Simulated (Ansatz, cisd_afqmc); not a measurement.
Species: C, charge 0, triplet.

Total energies in aug-cc-pVQZ-DK, 4 correlated electrons, 1 frozen orbitals. Open shells are spin-unrestricted; no spin-orbit coupling. The -DK rows use spin-free X2C. AFQMC is phaseless with a CISD trial state; ± is one standard error, without the phaseless bias. Outlying blocks are dropped, and bars are widened where a walk drifts. Over all cases where full CI ran beside it in this data, AFQMC minus full CI had a median of +0.1 mEh and passed +0.4 mEh in a tenth of the cases. Full CI freezes restricted core orbitals and the other rows unrestricted ones, which leaves a small offset even where coupled cluster is exact.

| method | program | energy (Eh) | error against FCI (mEh) |
|---|---|---|---|
| HF | Ansatz | -37.70832 | 93.94 |
| MP2 | Ansatz | -37.78086 | 21.40 |
| CCSD | Ansatz | -37.79945 | 2.81 |
| CCSD(T) | Ansatz | -37.80186 | 0.41 |
| CCSDT(Q) | Ansatz | -37.80236 | -0.10 |
| AFQMC/CISD | cisd_afqmc | -37.8022 ± 0.0001 | 0.0 ± 0.1 |
| FCI | Ansatz | -37.80226 | 0.00 |

Ansatz is a quantum-chemistry and plane-wave program.
